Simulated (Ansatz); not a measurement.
`C[CH2][Ge][OH]` → `[CH2]` (triplet) + `[CH3][Ge][OH]` at 298.15 K and 1 bar (formal loss of a carbene).

Calculated with Ansatz (gas phase, PBE0-D4/def2-TZVP geometries, no zero-point term in ΔE). CCSD(T)/CBS adds triple-zeta CCSD(T) − MP2 to the extrapolated MP2 energy (def2 sets, frozen cores). This one scheme is used for every species. Triplets are unrestricted, without spin–orbit coupling. For Ge outer-core shells are correlated without core-valence functions, which leaves a few kJ/mol of doubt a bond. Scalar relativity is left out up to krypton. One conformer a species, not always the lowest.

```json
{"species": "`C[CH2][Ge][OH]`", "CCSD(T)/CBS energy (Eh)": "-2231.01233", "H − E (kJ/mol)": "223.4", "S (J/(mol·K))": "328.2"}
{"species": "`[CH2]` (triplet)", "CCSD(T)/CBS energy (Eh)": "-39.09499", "H − E (kJ/mol)": "55.4", "S (J/(mol·K))": "195.3"}
{"species": "`[CH3][Ge][OH]`", "CCSD(T)/CBS energy (Eh)": "-2191.75471", "H − E (kJ/mol)": "143.8", "S (J/(mol·K))": "303.0"}
```

H − E and S are ideal-gas, rigid-rotor, harmonic terms from PBE0-D4/def2-TZVP, for one conformer and one mirror image of each species, with the whole ground term of open shells counted as degenerate. 1 Eh = 2625.50 kJ/mol, R = 8.31446 J/(mol·K).

Question: By hand: ΔE, ΔH, ΔS and ΔG.

Answer: ΔE = (-39.09499) + (-2191.75471) − (-2231.01233) = 0.16263 Eh = 427.0 kJ/mol. Δ(H − E) = 55.4 + 143.8 − 223.4 = -24.2, so ΔH = 402.8 kJ/mol. ΔS = 195.3 + 303.0 − 328.2 = 170.1 J/(mol·K). ΔG = 402.8 − 298.15 × (170.1)/1000 = 352.1 kJ/mol.

Question: By hand: the equilibrium constant, and the temperature at which ΔG would vanish if ΔH and ΔS stayed fixed.

Answer: log₁₀ K = −ΔG/(RT ln 10) = -61.7. ΔG = 0 at ΔH/ΔS = 2368 K.

The number of gas molecules changes by +1, which sets the sign of ΔS. A doubt of 5 kJ/mol in ΔE shifts log₁₀ K by 0.9 here. Other conformers and mirror images would add mixing entropy, several J/(mol·K) or more a flexible species. A triplet takes part, so the spin changes. These are equilibria of isolated gas molecules and say nothing of rates. Largest T1 diagnostic: 0.014 (customary marks: 0.02 for closed shells, 0.045 for open ones).
